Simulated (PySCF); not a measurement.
A structure optimised at r2SCAN-D4/def2-SVP, used in a PySCF frequency run:

```
C
O 1 1.3851
H 2 0.9662 1 106.46
O 1 1.3851 2 104.17 3 179.40
H 4 0.9662 1 106.46 2 -179.40
O 1 1.3984 2 112.13 3 57.94
H 6 0.9718 1 105.38 2 58.39
H 1 1.1127 2 112.19 3 -59.02
```

**Question.** Write its SMILES, formula and point group.

**Answer.** OC(O)O, CH4O3, Cs

**Question.** What are its rotational constants (standard atomic weights)?

**Answer.** 9.9574, 9.8372, 5.5379 GHz
